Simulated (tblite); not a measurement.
C5H8F2O.
Geometry (GFN2-xTB, Å), atoms numbered from 1 in this order:
```
atom  x, y, z in Å
C1     0.9662   -0.8240    0.7956
C2    -0.0059    0.0911    0.0380
C3    -1.3760   -0.5871   -0.1029
C4     0.5600    0.4440   -1.3445
F5     0.7298   -0.6941   -2.0873
C6    -0.1726    1.3709    0.8086
O7     0.0601    2.4821    0.4855
F8    -0.6718    1.1344    2.0535
H9     1.1120   -1.7382    0.2258
H10    0.5653   -1.0787    1.7732
H11    1.9307   -0.3379    0.9271
H12   -1.2645   -1.4970   -0.6873
H13   -2.0807    0.0687   -0.6100
H14   -1.7758   -0.8432    0.8748
H15   -0.1238    1.0932   -1.8997
H16    1.5393    0.9248   -1.2618
```

Computed with GFN2-xTB (tblite): harmonic, unscaled wavenumbers at the GFN2-xTB geometry, gas phase. The method is semi-empirical: single wavenumbers can be off by several per cent or more. One conformer, not necessarily the lowest.

Harmonic wavenumbers (cm⁻¹): 45.3, 90.9, 164.5, 175.1, 222.9, 225.0, 263.9, 333.8, 355.2, 370.2, 501.2, 614.5, 692.7, 763.3, 886.3, 930.6, 974.1, 1001.3, 1006.0, 1030.4, 1066.1, 1163.5, 1223.2, 1242.2, 1248.9, 1324.6, 1399.5, 1416.7, 1448.1, 1478.3, 1480.0, 1491.3, 1493.9, 1861.5, 2959.5, 2966.9, 3037.1, 3038.6, 3048.8, 3050.4, 3051.0, 3054.1.

A = 3161, B = 1480, C = 1295 MHz; mass 122.054 u (most abundant isotopes); point group Cs, symmetry number 1.

**Question.** Zero-point energy?

**Answer.** ½Σν̃ = 27096 cm⁻¹ = 324.13 kJ/mol.

**Question.** What is S at 298.15 K and 1 bar for an ideal gas of classical rigid rotors and harmonic oscillators?

**Answer.** Translation 168.78, rotation 118.67, vibration 105.07: S = 392.5 J/(mol K).

**Question.** And Cp and H(298.15 K) − H(0)?

**Answer.** Cp = 141.55 J/(mol K), of which vibrations give 108.29 (their classical limit is 42 R = 349.2); H(298.15 K) − H(0) = 26.67 kJ/mol without the zero-point energy, 16.76 from vibrations.

**Question.** Blend soft modes into free rotors: weight 1/[1 + (100 cm⁻¹/ν̃)⁴] for the oscillator and the rest for a rotor with moment μB/(μ + B), μ = h/(8π²ν), B = 10⁻⁴⁴ kg m². What vibrational entropy results?

**Answer.** 97.85 J/(mol K) in place of 105.07, which changes −T·S at 298.15 K by +2.15 kJ/mol.

**Question.** What must be added to the electronic energy to get the Gibbs energy at 298.15 K and 1 bar?

**Answer.** ZPE + [H(298.15 K) − H(0)] − T·S = 324.13 + 26.67 − 117.03 = 233.77 kJ/mol.

**Question.** How do the functions run with temperature in this model?

**Answer.** 
```tsv
T (K)	S (J/(mol K))	Cp (J/(mol K))	H − H(0) (kJ/mol)	G − H(0) (kJ/mol)	ln q(vib)
50	238.1	49.8	1.99	-9.91	0.41
100	280.0	73.7	5.09	-22.92	1.36
373.15	426.9	166.0	38.21	-121.10	7.56
500	480.8	202.9	61.68	-178.73	10.35
750	573.9	255.6	119.49	-310.90	15.60
1000	652.5	290.1	188.00	-464.46	20.45
```

q(vib) and H(0) count from the zero-point level.

**Question.** Which modes carry the vibrational entropy at 298.15 K?

**Answer.** 45.3 cm⁻¹: 20.97; 90.9 cm⁻¹: 15.23; 164.5 cm⁻¹: 10.45; 175.1 cm⁻¹: 9.96; 222.9 cm⁻¹: 8.10; 225.0 cm⁻¹: 8.03 J/(mol K); the other 36 give 32.34 together.

Hindered rotation and anharmonicity are outside this model. Other conformers, if any are populated, would add a mixing term that is left out.

The run took 0.44 s on an Arm Neoverse V1 with one thread (shared host). The figure is for the frequency step alone.
